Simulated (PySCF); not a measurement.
Simulated Cl 2p region for `[F][Ge]([F])([Cl])[F]` (GeClF3), binding energy against the vacuum level.

Every computed line was given a Gaussian of 0.5 eV full width at half maximum and an area set by the number of equivalent atoms (split 2:1 within a doublet); the highest printed point is 100. Method used: delta-SCF UKS SCAN, pcX-2 on the ionised atom, pcseg-1 elsewhere, spin-free X2C (PySCF 2.14.0).

| binding energy (eV) | intensity |
| --- | --- |
| 207.0 | 1 |
| 207.1 | 3 |
| 207.2 | 8 |
| 207.3 | 21 |
| 207.4 | 43 |
| 207.5 | 72 |
| 207.6 | 94 |
| 207.7 | 100 |
| 207.8 | 85 |
| 207.9 | 58 |
| 208.0 | 31 |
| 208.1 | 14 |
| 208.2 | 5 |
| 208.3 | 1 |
| 208.4 | 0 |
| 208.5 | 0 |
| 208.6 | 0 |
| 208.7 | 1 |
| 208.8 | 2 |
| 208.9 | 6 |
| 209.0 | 15 |
| 209.1 | 28 |
| 209.2 | 42 |
| 209.3 | 50 |
| 209.4 | 48 |
| 209.5 | 37 |
| 209.6 | 22 |
| 209.7 | 11 |
| 209.8 | 4 |
| 209.9 | 1 |
| 210.0 | 0 |

**Question.** Count the maxima, the lines and the sites behind this envelope.

**Answer.** The curve has 2 maxima (at 207.7 and 209.3 eV). Under it lie 2 lines from 1 inequivalent chlorine site, drawn as a 2p3/2, 2p1/2 pair.

**Question.** Decompose the envelope and assign each component. Bonds: Ge1–Cl2, Ge1–F3, Ge1–F4, Ge1–F5.

**Answer.** 
```csv
position (eV),relative area,line,atoms,environment
207.68,0.67,Cl 2p3/2,Cl2,chlorine bonded to Ge
209.33,0.33,Cl 2p1/2,Cl2,chlorine bonded to Ge
```

The curve has no shake-up lines and no vibrational structure. Spin–orbit coupling isn't in the SCF: each 2p doublet comes from a relaxed spin-free hole plus a matrix of the shell (mean-field spin–orbit coupling and the ground-state 2p splitting), with 2p3/2 averaged over its two sublevels. 2p1/2 minus 2p3/2 (ligand field included): Cl 1.65 eV. Isolated species at its PBE0-D3(BJ)/def2-SVP geometry, gas phase.
